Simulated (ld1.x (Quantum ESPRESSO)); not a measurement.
# Reading a pseudo-wave (gallium)

Columns: radius, all-electron u(r) and pseudo u(r) of the 3s shell (level -148.13 eV) of gallium in the configuration [Ne] 3s2 3p6 3d10 4s2 4p1; PBE, scalar-relativistic, TM scheme, ld1.x (Quantum ESPRESSO) 7.5.

```csv
r (bohr),all-electron,pseudo
0.070,-0.1084,0.1008
0.140,-0.7355,0.2214
0.210,-0.4841,0.3828
0.280,0.1242,0.6016
0.350,0.7019,0.8705
0.420,1.1050,1.1367
0.490,1.3202,1.3219
0.560,1.3854,1.3854
0.630,1.3485,1.3485
0.700,1.2506,1.2506
0.770,1.1222,1.1222
0.840,0.9835,0.9835
0.910,0.8471,0.8471
0.980,0.7200,0.7200
1.050,0.6057,0.6057
1.120,0.5054,0.5054
1.190,0.4190,0.4190
1.260,0.3455,0.3455
1.330,0.2837,0.2837
1.400,0.2320,0.2320
1.470,0.1892,0.1892
1.540,0.1539,0.1539
1.610,0.1249,0.1249
1.680,0.1011,0.1011
1.750,0.0818,0.0818
1.820,0.0661,0.0661
```

Q: How many radial nodes do the two functions have?

A: The all-electron 3s function has n − l − 1 = 2 (the table is too coarse to show those close to the nucleus); the pseudo-wave has 0, since the states of the same l below it are removed with the core.

Q: At about which radius was the pseudo-wave matched?

A: 0.60 bohr, where the columns begin to agree (steps of 0.07 bohr).

Q: Is the pseudo-wave norm-conserving?

A: Yes: the TM scheme keeps the norm inside the radius equal to the all-electron one, which fixes the energy derivative of the logarithmic derivative at the level.
